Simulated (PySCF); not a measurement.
## Computed properties of SeSn, SMILES [Se]=[Sn]

SeSn, SMILES [Se]=[Sn] (connectivity only; charge and spin as stated), neutral, multiplicity 1. The structure is a stationary point at r2SCAN-D4/def2-TZVP. The def2 effective core potentials stand for the cores of Sn; spin–orbit coupling is left out. The values are those of a single conformer. All values are computed for the isolated molecule unless a solvent is named; none is compared with measurement here.

**Structure.** The optimised structure has C∞v symmetry. All 1 harmonic modes at r2SCAN-D4/def2-TZVP (PySCF) are real, so it is a minimum.

**Vibrations.** The strongest infrared lines (harmonic, unscaled, degenerate partners summed) lie at 335 cm⁻¹ (16 km/mol, Se 60 %, Sn 40 %). The softest mode is at 335 cm⁻¹ and the zero-point energy is 0.5 kcal/mol.

**Electronic structure.** HF/def2-TZVPD (PySCF) places the frontier levels at -9.08 and -0.10 eV, a gap of 8.98 eV, and gives a dipole moment of 3.94 D and a mean polarisability of 74.0 bohr³. PBE/def2-TZVPD (PySCF) at the same geometry gives -6.15 and -3.22 eV, so its gap is 6.05 eV narrower. An orbital gap is neither the optical nor the fundamental gap.

**Excitations.** TDA-CAM-B3LYP/def2-TZVPD (PySCF) has S1 at 2.90 eV (428 nm, f = 0.000, dark); the most intense of the 10 singlets computed lies at 6.41 eV (f = 0.22). Strengths of degenerate partners are summed. T1 (TDA) is at 2.36 eV, 0.54 eV under S1. TDA-PBE/def2-TZVPD (PySCF) puts S1 at 2.93 eV.
